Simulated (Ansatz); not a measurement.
Harmonic frequencies (cm⁻¹) at PBE0-D4/def2-TZVP from Ansatz: 44, 101, 138, 275, 349, 446, 586, 652, 3993.

Each molecule was computed in one conformer, which needn't be the lowest.

**Question.** Which molecule is it?
A. `[OH][Y]([Cl])[Cl]`
B. `[OH][Y]([F])[Cl]`
C. `[OH][Y]([F])[F]`
D. `[CH3][Y]([Cl])[Cl]`

**Answer.** B.
